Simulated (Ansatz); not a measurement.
Consider the redistribution: `O[SiH2][SiH2]P` + `CO[SiH]([SiH3])Cl` → `CO[SiH2]P` + `O[SiH2][SiH]([SiH3])Cl`.

Isolated molecules relaxed with PBE0-D4/def2-TZVP in Ansatz; ΔE leaves out vibrations. CBS: MP2 limit from def2 TZ/QZ plus the TZ coupled-cluster correction, frozen cores. Functionals use def2-TZVPP. B3LYP here is the variant with VWN-RPA as its local correlation; programs differ in this. Each species was taken in one conformer, which may not be the lowest.

| level | ΔE (kJ/mol) | difference from CCSD(T)/CBS |
| --- | --- | --- |
| PBE-D4 | 11.6 | -1.4 |
| r2SCAN-D4 | 12.5 | -0.5 |
| ωB97X-V | 13.6 | 0.6 |
| ωB97M-V | 13.1 | 0.1 |
| B2PLYP | 14.0 | 1.0 |
| r2SCAN | 12.5 | -0.5 |
| B3LYP | 13.8 | 0.8 |
| CCSD/def2-TZVPP | 15.0 | 2.0 |
| CCSD(T)/def2-TZVPP | 14.7 | 1.7 |
| MP2/def2-QZVPP | 13.1 | 0.1 |
| CCSD(T)/CBS | 13.0 | 0 |

Largest T1 diagnostic among the species: 0.013.
